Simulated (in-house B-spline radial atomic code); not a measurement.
B3LYP (VWN-RPA) excitations of Lu+

Method: B3LYP (VWN-RPA). Computed with a B-spline radial code for spherical atoms: linear response of the closed shell [Xe] 4f14 6s2 with the functional's adiabatic kernel; scalar-relativistic (spin-free one-electron X2C), finite nucleus, no spin-orbit coupling, no double excitations, S, P, D and F terms only; shells from n = 4 respond. Only terms of natural parity with L up to 3 were computed.

Spin-orbit coupling is strong here, so these LS terms don't match observed levels.

Command:
```bash
python run_td.py task.json out
```
Settings (radii: box in bohr, nucleus in fm):
```
Z                        71
electrons                70
configuration            [Xe] 4f14 6s2
hamiltonian              x2c
method                   b3lyp
box_radius               41.61
rms_radius               5.37
intervals                74
```

Time taken, with all properties: 2.7 s on 1 thread of Intel(R) Xeon(R) Platinum 8559C (Emerald Rapids) (shared host).

The lowest states, in the order of their Tamm-Dancoff energies; the method's threshold (minus the highest occupied level) is 11.617 eV. Labels give the largest channel, * marks a mixed state, and oscillator strengths are full-response dipole values. Measured ¹D terms are left out, since they can mix with doubly excited terms. Semilocal kernels can invert the small singlet-triplet splittings of Rydberg terms. Energies in eV:

| state | full response | Tamm-Dancoff | oscillator strength | measured (J-weighted term) |
| --- | --- | --- | --- | --- |
| 6s → 5d 3D | 1.187 | 1.309 | - | 1.628 |
| 6s → 5d 1D | 2.121 | 2.166 | - | - |
| 6s → 6p 3P | 3.786 | 3.846 | - | 3.789 |
| 6s → 6p 1P | 5.316 | 5.494 | 2.02 | 4.739 |
| 6s → 7s 3S | ? | ? | - | ? |
| 6s → 7s 1S | 7.981 | 7.995 | - | 8.553 |
| 6s → 6d 1D | 8.601 | 8.603 | - | - |
| 6s → 6d 3D | 8.679 | 8.681 | - | - |
| 6s → 7p 3P | ? | ? | - | - |
| 6s → 7p 1P | 9.020 | 9.037 | 0.0187 | - |
| 4f → 5d 3P | 9.544 | 9.591 | - | - |
| 6s → 5f 1F | 9.799 | 9.802 | - | - |
| 6s → 8s 3S | 9.843 | 9.843 | - | - |
| 6s → 5f 3F | 9.863 | 9.867 | - | - |
| 6s → 8s 1S | 9.915 | 9.919 | - | - |
| 4f → 5d 3F | 9.936 | 9.957 | - | - |

Question: Where does 6s → 7p 3P lie?

Answer: At 8.937 eV in full response, 8.941 eV in Tamm-Dancoff.

Question: Where does 6s → 7s 3S lie?

Answer: At 7.739 eV in full response, 7.741 eV in Tamm-Dancoff; measured 7.907 eV.

Question: How large is the singlet-triplet splitting of 6s → 5d (D terms) in Tamm-Dancoff?

Answer: 0.858 eV, from the unrounded values.

Question: What polarisabilities and dispersion coefficient does the method give?

Answer: Dipole 58.46 bohr³, quadrupole 946.1 bohr⁵, C6 578.8 hartree·bohr⁶ for two such species.
